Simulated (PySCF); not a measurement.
C7H9NO2.
Atom-mapped SMILES: `[O:1]=[CH:2]/[CH:3]=[C:4]1/[CH2:5][C@@H:6]1[CH2:7][NH:8][CH:9]=[O:10]` (hydrogens: H11 on C2; H12 on C3; H13, H14 on C5; H15 on C6; H16, H17 on C7; H18 on N8; H19 on C9)

Theory: PBE0-D3(BJ)/def2-SVP geometry optimisation, gas phase (PySCF).

Problem. Give the optimised bond lengths and angles.

Solution. 
```
  bond  length (Å)   order
 O1=C2       1.213  double
 C2–C3       1.470  single
 C3=C4       1.335  double
 C4–C5       1.460  single
 C5–C6       1.523  single
 C6–C7       1.513  single
 C7–N8       1.437  single
 N8–C9       1.353  single
C9=O10       1.212  double
 C4–C6       1.460  single
C2–H11       1.117  single
C3–H12       1.095  single
C5–H13       1.097  single
C5–H14       1.095  single
C6–H15       1.098  single
C7–H16       1.100  single
C7–H17       1.105  single
N8–H18       1.021  single
C9–H19       1.116  single
```

Orders are formal, as drawn. A selection of angles:
```
    angle  degrees
 O1–C2–C3    126.0
 C2–C3–C4    122.8
 C3–C4–C5    148.3
 C3–C4–C6    148.7
 C5–C4–C6     62.9
 C4–C5–C6     58.6
 C5–C6–C7    121.8
 C4–C6–C5     58.5
 C4–C6–C7    120.6
 C6–C7–N8    110.9
 C7–N8–C9    121.7
N8–C9–O10    125.5
H18–N8–C7    117.1
H18–N8–C9    120.2
```

Dihedral angles: O1–C2–C3–C4 -12° (synperiplanar); C2–C3–C4–C5 175° (antiperiplanar); C3–C4–C5–C6 -177° (antiperiplanar); C4–C5–C6–C7 109° (anticlinal); C5–C6–C7–N8 -154° (antiperiplanar); C6–C7–N8–C9 -123° (anticlinal); C7–N8–C9–O10 -5° (synperiplanar); C3–C4–C6–C5 176° (antiperiplanar).

H18 on N8 lies 1.97 Å from O1, 7 bonds away (angle at H 159°; Bondi radii sum to 2.72 Å): the geometry of an intramolecular hydrogen bond. The 3-membered ring C4–C5–C6 has internal angles of 58.5° to 62.9°. The C–C distances run from 1.335 Å (C3=C4, drawn double) to 1.523 Å (C5–C6, drawn single), a spread of 0.188 Å. Of the pairs four or more bonds apart, those above aside, O10···H16 is among the closest relative to their van der Waals radii: 2.35 Å, 86 % of the sum of Bondi's values. N8 (amide nitrogen) is almost planar (angles 121.7°, 120.2° and 117.1°, sum 359.0°, 0.07 Å off the plane of its three neighbours). The 2 C–N bonds span 1.353 Å (N8–C9, drawn single) to 1.437 Å (C7–N8, drawn single), a spread of 0.084 Å.

Point group: C1 (no symmetry element, even within 0.4 Å). Stationary, but not proved a minimum. The numbers are those of one conformer.

The run took about 3 min of CPU time (one thread, shared machine). That covers the optimisation of the geometry.
